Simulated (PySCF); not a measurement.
What does the GFN2-xTB structure of `FC(F)(F)[C@@H]1C=CSC1` look like in three dimensions?

```
atom  x, y, z in Å
F1     0.6261   -0.8630   -1.7899
C2     1.2716   -0.7079   -0.6285
F3     2.4104   -0.0507   -0.9100
F4     1.6314   -1.9314   -0.2172
C5     0.4369    0.0247    0.4217
C6    -0.8150   -0.7620    0.7020
C7    -1.9478   -0.1720    0.3464
S8    -1.7919    1.4216   -0.3285
C9     0.0280    1.4130   -0.0878
H10    1.0724    0.0972    1.3116
H11   -0.7436   -1.7471    1.1268
H12   -2.9389   -0.5725    0.4406
H13    0.2664    2.1935    0.6323
H14    0.4935    1.6561   -1.0418
```

Orientation and origin are arbitrary. Atoms count from 1 in this order. The 5-membered ring C5–C6–C7–S8–C9 has internal angles of 91.9° to 115.8° (sum 540°, against 540° for a flat polygon); it is slightly puckered (a soft mode that the optimisation may not have finished), 0.03 Å rms from its mean plane, widest ring torsion 7°. Of the pairs four or more bonds apart, F3···H14 is among the closest relative to their van der Waals radii: 2.57 Å, 96 % of the sum of Bondi's values. The C–C distances run from 1.326 Å (C6=C7, drawn double) to 1.534 Å (C5–C9, drawn single), a spread of 0.208 Å. The 2 C–S bonds span 1.738 Å (C7–S8, drawn single) to 1.836 Å (S8–C9, drawn single), a spread of 0.098 Å.

Bonds between heavy atoms (Å): F1–C2 1.338, C2–F3 1.345, C2–F4 1.340, C2–C5 1.529, C5–C6 1.505, C6=C7 1.326, C7–S8 1.738, S8–C9 1.836, C5–C9 1.534.

Computed geometry: GFN2-xTB, gas phase.

Point group: C1 (no symmetry element, even within 0.4 Å). Not checked by GFN2-xTB frequencies.
